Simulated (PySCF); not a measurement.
S4, SMILES S=[S][S]=S (connectivity only; charge and spin as stated), neutral, multiplicity 1. Atoms are numbered in the order given.

```xyz
4

S      0.0000    -1.0448    -0.9226
S      0.0000     1.0448    -0.9226
S      0.0000     1.5141     0.9226
S      0.0000    -1.5141     0.9226
```

Coordinates come from a ωB97X-D3(BJ)/def2-SVP optimisation. The values are those of a single conformer.

The numbers are results of B3LYP/pcSseg-2 in PySCF, not measurements.

GIAO shieldings, no solvent; atoms alike by connectivity are averaged. δ = σ(ref) − σ: ³³S against H2S (σ = 688.9 ppm), references at their B3LYP-D3(BJ)/def2-TZVP geometries, non-relativistic.

Computed chemical shifts:
```
nucleus   atoms  count  δ (ppm)
-------  ------  -----  -------
³³S      S3, S4      2   1392.8
³³S      S1, S2      2   1349.4
```
